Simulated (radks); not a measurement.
Valence configurations of Pm (all share [Xe]). Calculated with a radial shooting solver on a logarithmic mesh with Libxc functionals: scalar-relativistic Kohn-Sham, PBE, spin-polarised, spherical densities, point nucleus; open shells are filled with parallel spins first (spin-orbit coupling, left out, can overturn this in heavy ions). Energies are relative to 4f5 6s2; eigenvalues in eV for spin up.

| valence | E (eV) | moment (Bohr magnetons) | e(4f) | e(5d) | e(6p) | e(6s) |
|---|---|---|---|---|---|---|
| 4f5 6s2 | 0.000 | 5 | -3.157 | - | - | -3.623 |
| 4f5 6s1 6p1 | 1.747 | 7 | -4.249 | - | -2.036 | -4.577 |
| 4f7 | 5.850 | 7 | -0.344 | - | - | - |
| 4f4.5 6s2 6p0.5 | 1.816 | 5 | -7.250 | - | -1.871 | -4.563 |
| 4f5.5 6s1.5 | 0.662 | 6 | -0.458 | - | - | -3.302 |
| 4f4 5d1 6s2 | 3.234 | 5 | -8.575 | -3.201 | - | -4.123 |
| 4f3 6s2 6p2 | 19.200 | 5 | -21.611 | - | -3.423 | -7.109 |
| 4f5 5d1 6s1 | 1.111 | 7 | -1.893 | -1.508 | - | -3.455 |
| 4f4 6s2 6p1 | 5.496 | 5 | -11.740 | - | -2.424 | -5.447 |

NIST lists [Xe] 4f5 6s2 as the ground configuration; this level of theory agrees among the configurations tried. The energies are those of spherical high-spin densities, not of single terms. No valid solution was reached for [Xe] 4f6 6s1.
